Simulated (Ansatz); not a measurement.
**A substitution series on Ge: H to Cl**

Gas-phase molecules. On one Ge centre that keeps NH2, n of the H ligands are replaced by Cl. The atomisation energy (no zero-point term) y in kJ/mol at CCSD(T)/def2-TZVPP. Shapes: PBE0-D4/def2-TZVP. Flexible molecules stand in one conformer, not always the lowest. Programs: Ansatz 0.2.0.

| molecule | n | y (kJ/mol) |
| --- | --- | --- |
| GeH3(NH2) | 0 | 1968 |
| GeH2(NH2)Cl | 1 | 2020 |
| GeH(NH2)Cl2 | 2 | ? |
| Ge(NH2)Cl3 | 3 | 2090 |

Problem. Fit y = c + s·n to the known rows and predict GeH(NH2)Cl2.

Solution. 
1. Means of the 3 rows: n = 1.33333, y = 2026.0.
2. Σ(Δn)² = 4.6667, Σ(Δn·Δy) = 186, so the slope is 186/4.6667 = 39.857.
3. Intercept: 2026.0 − (39.857) × 1.33333 = 1972.9. The largest residual of the fit is 7.3.
4. GeH(NH2)Cl2: 1972.9 + (39.857) × 2 = 2053 kJ/mol.

The run gave 2052 kJ/mol, so the prediction is off by +1 kJ/mol, within the largest residual. The steps per swap are +52, +32, +38 kJ/mol. The slope is only an average step. Other levels give for GeH(NH2)Cl2: SPW92/def2-TZVPP 2435; MP2/def2-SVP 1951; MP2/def2-TZVPP 2096 kJ/mol. Spin-orbit coupling of the free atoms (H 0, Cl 4 kJ/mol each; the atoms kept shift only the intercept) is left out. Coupled cluster in double- or triple-zeta sets underbinds by a few per cent against its basis-set limit. Relativity is left out for Ge. Outer-core shells of Ge are correlated, in sets that cover them unevenly.
